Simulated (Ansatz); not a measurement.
System: H$_{3}$BS$_{2}$O, charge 0, singlet. H3BS2O (SMILES OB(S)S).
B3LYP-D3(BJ)/def2-TZVP minimum from Ansatz (an electronic-structure program):
```xyz
7

B      0.3496    -0.1819     0.0039
O      1.5586    -0.8012    -0.0073
H      1.8050    -1.2484     0.8070
S     -0.8043    -0.1437     1.4212
H     -0.0636    -0.8643     2.2823
S     -0.1116     0.6635    -1.5415
H     -1.3051     1.1157    -1.1254
```
Charge 0, spin multiplicity 1.

Quantity: atomisation energy (electronic, to ground-state atoms), in kcal/mol. Open shells are spin-unrestricted; no spin-orbit coupling. CBS(X,Y): correlation extrapolated as X^-3, Hartree-Fock from the larger set (Q,5: extrapolated as (X+1)exp(-9√X)). A bracket is a step between two methods taken in the basis named. The functionals are non-relativistic, so their misses hold any scalar relativity. Double hybrids freeze cores in their MP2 part. 'core' is core correlation in cc-pwCVTZ (1s frozen past Ne), 'X2C' scalar relativity in cc-pVTZ-DK, both at CCSD(T). For partners of very few electrons the exact lower level stands in for a higher one.

CCSD(T)/CBS(cc-pV(Q+d)Z,cc-pV(5+d)Z) + [CCSDT(Q) - CCSD(T)]/cc-pV(D+d)Z + core + X2C (Ansatz) gives 606.2 kcal/mol.

How far off this value is PBE/def2-TZVPD (Ansatz), in which direction, and which of these levels come nearer: B3LYP/def2-TZVPD, PBE0/def2-TZVPD, B2PLYP/def2-TZVPD, CCSD(T)/CBS(cc-pV(Q+d)Z,cc-pV(5+d)Z) + core + X2C?

PBE gives 615.7 kcal/mol, 9.5 kcal/mol above it. Differences of the others: B3LYP/def2-TZVPD (Ansatz) -11.3; PBE0/def2-TZVPD (Ansatz) -3.8; B2PLYP/def2-TZVPD (Ansatz) -12.4; CCSD(T)/CBS(cc-pV(Q+d)Z,cc-pV(5+d)Z) + core + X2C (Ansatz) -0.7 kcal/mol. Nearer than PBE: PBE0/def2-TZVPD, CCSD(T)/CBS(cc-pV(Q+d)Z,cc-pV(5+d)Z) + core + X2C.
